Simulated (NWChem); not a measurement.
# CHCl2FOSi; SMILES [Si](Cl)(C=O)(Cl)F

```xyz
7

O     -0.5975     2.5261    -0.2856
C      0.1277     1.8265     0.3681
Si    -0.0136    -0.0880     0.3421
F     -0.2453    -0.6068     1.8509
Cl    -1.5699    -0.6822    -0.8163
Cl     1.7546    -0.8684    -0.3159
H      0.9354     2.2685     1.0144
```
Atoms are numbered in this order, from 1.

Results from NWChem. Pople sets run with spherical d functions. The geometry was optimised at PBE0/def2-SVP. Level: PBE/6-31G* with SMD (1 M gas to 1 M solution), gas-phase geometry. Reactions with the solvent are ignored.

Question: Among these, which solvent gives the highest value of “cavity-dispersion-structure term (kcal/mol)”?
(A) ethanol
(B) water
(C) dimethyl sulfoxide
(D) chloroform

Answer: B, water. Values: chloroform -1.0; dimethyl sulfoxide -0.7; ethanol 0.6; water 4.2
